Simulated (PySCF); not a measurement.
**Correlation energy of Be⁺ (beryllium, charge +1)**

[He] 2p1, 2P determinant (an excited configuration). Calculation: PySCF 2.14, in aug-cc-pCVDZ; the non-relativistic Hamiltonian (point nucleus). Frozen: nothing; 3 electrons correlated.

```
  level  correlation energy (mhartree)
   CCSD                         -34.45
    (T)                           0.00
CCSD(T)                         -34.45
  CCSDT                         -34.46
    FCI                         -34.46
```

Diagnostics: T1 = 0.00068, D1 = 0.0015, largest double amplitude 0.021, weight of the Hartree-Fock determinant in FCI 0.9984 (9477 determinants).

Cost of the coupled-cluster step: about 0.11 core-seconds, for 3 correlated electrons.
